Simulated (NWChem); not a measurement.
System: CrO3; SMILES [O]=[Cr](=[O])=[O]

```xyz
4

Cr     0.0000     0.0000     0.1808
O     -1.4008     0.5406    -0.2107
O      0.2322    -1.4834    -0.2107
O      1.1686     0.9428    -0.2107
```
Atoms are numbered in this order, from 1.

Level: PBE0/def2-SVP (NWChem), optimised geometry, unscaled harmonic frequencies. 

| frequency (cm⁻¹) | IR intensity (km/mol) |
|---|---|
| 251 | 68.2 |
| 402 | 0.3 |
| 402 | 0.3 |
| 1082 | 7.1 |
| 1146 | 206.3 |
| 1146 | 206.3 |

* **zero-point energy**: 6.3 kcal/mol
* **thermal correction to the enthalpy at 298.15 K (with zero-point energy)**: 9.4 kcal/mol
* **heat capacity Cv**: 11.4 cal/(mol K)
* **entropy at 298.15 K and 1 atm (symmetry number 3)**: 65.6 cal/(mol K)
* **dipole moment**: 3.14 D

Rigid rotor and harmonic oscillator.
